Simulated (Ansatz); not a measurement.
Geometry optimisation, RKS r2SCAN-D4/6-31G* in Ansatz.

Input file:

```yaml
crystal:
  periodic: [false, false, false]
  atoms:
    - { symbol: Si, position_ang: [-0.267965, 0.125786, 0.163829] }
    - { symbol: O, position_ang: [1.083368, 0.401294, 1.216894] }
    - { symbol: C, position_ang: [-1.361187, -1.217092, 0.887379] }
    - { symbol: C, position_ang: [0.486286, -0.422205, -1.452005] }
    - { symbol: H, position_ang: [-1.073842, 1.37352, 0.031855] }
    - { symbol: H, position_ang: [1.848621, 2.205413, 0.092765] }
    - { symbol: Cl, position_ang: [1.330292, 3.020036, -0.794196] }
    - { symbol: H, position_ang: [0.817049, 0.68492, 2.103752] }
    - { symbol: H, position_ang: [-2.219937, -1.406706, 0.229561] }
    - { symbol: H, position_ang: [-0.813614, -2.16087, 1.004418] }
    - { symbol: H, position_ang: [-1.761378, -0.940693, 1.871478] }
    - { symbol: H, position_ang: [-0.265777, -0.938764, -2.060762] }
    - { symbol: H, position_ang: [0.895477, 0.403868, -2.042739] }
    - { symbol: H, position_ang: [1.302509, -1.128406, -1.252029] }
basis:
  gaussian: { orbitals: "6-31G*" }
hamiltonian:
  xc: r2scan
  dispersion: d4
relax:
  f_tol: 0.03
  max_steps: 50
```

Command:

```bash
$ ansatz run input.yaml --threads 2 --pin off --max-ram 3072MiB --backend cpu --events-out ev --progress --plain --runs-dir out
```

**Question.** Where does it end, and by what steps?

**Answer.** The run converged. The force dipped under the threshold on the way, but the program's further checks kept it going. After 15 steps the energy has fallen by 0.264 eV; Cl7 moved furthest, 1.43 Å.

```csv
step,energy less start (eV),largest force component (eV/Å),accepted
0,0.0000,0.745,yes
1,-0.0800,0.737,yes
2,-0.1558,0.733,yes
3,-0.1909,0.744,yes
4,-0.2282,0.291,yes
5,-0.2443,0.272,yes
6,-0.2378,0.295,no
7,-0.2529,0.077,yes
8,-0.2567,0.066,yes
9,-0.2599,0.096,yes
10,-0.2612,0.099,yes
11,-0.2624,0.059,yes
12,-0.2633,0.049,yes
13,-0.2635,0.080,yes
14,-0.2640,0.028,yes
15,-0.2641,0.016,yes
```

```xyz
14
Properties=species:S:1:pos:R:3
Si -0.527 0.138 0.079
O 0.683 0.881 1.012
C -1.207 -1.354 0.981
C 0.324 -0.317 -1.514
H -1.627 1.123 -0.152
H 1.829 1.872 0.228
Cl 2.668 2.659 -0.432
H 0.400 1.276 1.850
H -1.973 -1.853 0.373
H -0.413 -2.084 1.182
H -1.673 -1.091 1.939
H -0.379 -0.782 -2.217
H 0.759 0.564 -2.001
H 1.137 -1.031 -1.329
```

The run took 46 s on 2 threads of AMD EPYC 9R14 (Zen 4) (shared host), peak memory 0.19 GiB.
